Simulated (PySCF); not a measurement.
**Fractional electron number in Co²⁺ (cobalt, charge +2)**

The 3d beta orbital of [Ar] 3d7 is emptied in steps (occupation f), with all orbitals relaxed, ending at [Ar] 3d6. Computed with PySCF 2.14 in aug-cc-pVDZ (7s6p4d2f, 59 functions), with the non-relativistic Hamiltonian (point nucleus). The exact energy is a straight line in f; departures are measured from the line between the end points of the same method.

```json
{"f": "1", "UHF (eV)": "0.000", "LDA (eV)": "0.000", "PBE (eV)": "0.000"}
{"f": "0.75", "UHF (eV)": "0.553", "LDA (eV)": "-1.647", "PBE (eV)": "-1.600"}
{"f": "0.5", "UHF (eV)": "0.703", "LDA (eV)": "-2.220", "PBE (eV)": "-2.150"}
{"f": "0.25", "UHF (eV)": "0.504", "LDA (eV)": "-1.681", "PBE (eV)": "-1.623"}
{"f": "0", "UHF (eV)": "0.000", "LDA (eV)": "0.000", "PBE (eV)": "0.000"}
```

Task: For PBE, how does the orbital energy at f = 1 compare with the removal energy?

Result: −ε = 25.973 eV against a total-energy difference of 34.426 eV. By Janak's theorem ε = ∂E/∂f, so the gap between them reflects the curvature. Along the path −ε is 30.104 (f = 0.75), 34.364 (f = 0.5), 38.718 (f = 0.25) eV.

```tsv
method	E(f=0) − E(f=1) (eV)	−ε at f=1 (eV)	−ε at f=0.5 (eV)
UHF	31.693	34.789	31.565
LDA	34.636	25.952	34.545
PBE	34.426	25.973	34.364
```

Reference removal energy between the ground levels: 33.5 ± 0.06 eV (semi-empirical (NIST evaluation); NIST Atomic Spectra Database, ionization energies). The calculation has no spin-orbit coupling. The determinant left behind need not be the lowest term of the ion. UHF lacks correlation.
